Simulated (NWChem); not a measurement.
hexafluoroethane (C2F6); SMILES C(C(F)(F)F)(F)(F)F

```xyz
8

F     -0.4863     1.1468    -1.2185
C      0.0000     0.0000    -0.7710
F      1.2363    -0.1522    -1.2185
F     -0.7500    -0.9946    -1.2185
C      0.0000     0.0000     0.7710
F      0.7557     0.9902     1.2185
F     -1.2354     0.1593     1.2185
F      0.4797    -1.1495     1.2185
```
Atoms are numbered in this order, from 1.

All runs: NWChem. Structure relaxed at the PBE0/def2-SVP level.

For level Hartree-Fock/def2-TZVPD:

```
Property                     Result
---------------------------  ------
highest occupied level (eV)  -16.20
orbital gap (eV)              17.95
```

How do the values read with level B3LYP/def2-TZVPD instead?

The highest occupied level (eV) is -11.19 and the orbital gap (eV) is 11.27.
